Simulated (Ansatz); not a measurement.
Two isomers of CH5NSSi: A = `SC1N[SiH2]1`, B = `N[SiH]1CS1`.

Calculated with Ansatz (gas phase, PBE0-D4/def2-TZVP geometries, no zero-point term in ΔE). CCSD(T)/CBS adds triple-zeta CCSD(T) − MP2 to the extrapolated MP2 energy (def2 sets, frozen cores). Functionals use def2-TZVPP. B3LYP here is the variant with VWN-RPA as its local correlation; programs differ in this. Each species was taken in one conformer, which may not be the lowest.

Task: Which isomer does CCSD(T)/CBS put lower? Give the gap. (An estimate is asked.)

Result: Computed: B, by 209.3 kJ/mol.

Task: Give E(B) − E(A) in kJ/mol with B3LYP-D4, CCSD(T)/def2-SVP, BLYP-D4, CCSD(T)/def2-TZVPP, PBE-D4, MP2/def2-TZVPP, LDA (SPW92). (Best estimate.)

Result: Ansatz gave: B3LYP-D4 -202.9, CCSD(T)/def2-SVP -182.4, BLYP-D4 -195.0, CCSD(T)/def2-TZVPP -205.1, PBE-D4 -197.2, MP2/def2-TZVPP -212.2, LDA (SPW92) -192.7. None reverses the order clearly.

Task: Does the order hold for the free energy at 298.15 K (harmonic terms from PBE0-D4)? (Best estimate.)

Result: The calculation gave: Yes: G(B) − G(A) = -198.7 kJ/mol, for one conformer each.

Largest T1 diagnostic: 0.013.

From BLYP to BHLYP (50 % exact exchange), in def2-TZVPP and without D4, E(B) − E(A) moves by −15.1 kJ/mol. At CCSD(T), def2-SVP lies +26.8 kJ/mol from the extrapolated value and def2-TZVPP +4.2 kJ/mol.
